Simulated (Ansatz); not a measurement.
`C[SiH](S)Cl` → H• + `C[SiH]([S])Cl`• at 500 K and 1 bar (homolysis of the H–S bond).

Gas-phase electronic energies from Ansatz, PBE0-D4/def2-TZVP geometries. CBS: MP2 limit from def2 TZ/QZ plus the TZ coupled-cluster correction, frozen cores. This one scheme is used for every species, atoms too. No spin–orbit coupling; open shells (•) take unrestricted orbitals. One conformer a species, not always the lowest.

```
         species  CCSD(T)/CBS energy (Eh)  H − E (kJ/mol)  S (J/(mol·K))
   `C[SiH](S)Cl`              -1187.79090           193.7          401.4
              H•                 -0.50000            10.4          125.5
`C[SiH]([S])Cl`•              -1187.13928           166.7          394.4
```

H − E and S are ideal-gas, rigid-rotor, harmonic terms from PBE0-D4/def2-TZVP, for one conformer and one mirror image of each species, with the whole ground term of open shells counted as degenerate. 1 Eh = 2625.50 kJ/mol, R = 8.31446 J/(mol·K).

Task: By hand: ΔE, ΔH, ΔS and ΔG.

Result: ΔE = (-0.50000) + (-1187.13928) − (-1187.79090) = 0.15162 Eh = 398.1 kJ/mol. Δ(H − E) = 10.4 + 166.7 − 193.7 = -16.6, so ΔH = 381.5 kJ/mol. ΔS = 125.5 + 394.4 − 401.4 = 118.5 J/(mol·K). ΔG = 381.5 − 500 × (118.5)/1000 = 322.2 kJ/mol.

Task: By hand: the equilibrium constant, and the temperature at which ΔG would vanish if ΔH and ΔS stayed fixed.

Result: log₁₀ K = −ΔG/(RT ln 10) = -33.7. ΔG = 0 at ΔH/ΔS = 3219 K, far beyond where these terms or the molecules hold.

The number of gas molecules changes by +1, which sets the sign of ΔS. A doubt of 5 kJ/mol in ΔE shifts log₁₀ K by 0.5 here. Other conformers and mirror images would add mixing entropy, several J/(mol·K) or more a flexible species. These are equilibria of isolated gas molecules and say nothing of rates. Largest T1 diagnostic: 0.012 (customary marks: 0.02 for closed shells, 0.045 for open ones).
